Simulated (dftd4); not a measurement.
H2S, charge +1, doublet, geometry from GFN2-xTB (a state made from the parent by changing its charge; the spin is typed, not shown lowest); D4 for r2scan (dftd4).

Here is a job for dftd4.
```
$ dftd4 mol.xyz --func r2scan --charge 1 --json dftd4.json --noedisp --grad

# file mol.xyz
3

S     -0.00036152    -0.00213359     0.10390253
H     -0.03847239     1.00861520    -0.81100328
H      0.04425671    -0.97447779    -0.85143727
```

Q: Predict the main parts of the log of this dftd4 run.

A: 
```
                    ____  _____ _____     ____  _  _
      -------------|  _ \|  ___|_   _|---|  _ \| || |------------
     |             | | | | |_    | | ___ | | | | || |_           |
     |             | |_| |  _|   | ||___|| |_| |__   _|          |
     |             |____/|_|     |_|     |____/   |_|            |
     |             ===================================           |
     |            E. Caldeweyher, S. Ehlert & S. Grimme          |
     |          Mulliken Center for Theoretical Chemistry        |
     |                    University of Bonn                     |
      -----------------------------------------------------------

Rational (Becke-Johnson) damping: r2scan-D4-ATM
---------------------
  s6         1.0000
  s8         0.6019
  s9         1.0000
  a1         0.5156
  a2         5.7734
 alp        16.0000
--------------------

Dispersion energy:      -7.4450214490405E-05 Eh

Gradient norm:           3.7599351754949E-06 Eh/a0
--------------------------------------------------
     #    Z           dE/dx      dE/dy      dE/dz
--------------------------------------------------
     1   16 S     3.770E-09  2.225E-08 -1.084E-06
     2    1 H    -1.055E-07  2.474E-06  5.925E-07
     3    1 H     1.018E-07 -2.496E-06  4.911E-07
--------------------------------------------------

Virial:
--------------------------------------------------
      component           x          y          z
--------------------------------------------------
          x       1.618E-08 -3.886E-07 -1.258E-09
          y      -3.886E-07  9.311E-06  2.292E-07
          z      -1.258E-09  2.292E-07 -1.911E-06
--------------------------------------------------

[Info] Dispersion results written to 'dftd4.txt'
[Info] JSON dump of results written to 'dftd4.json'
```
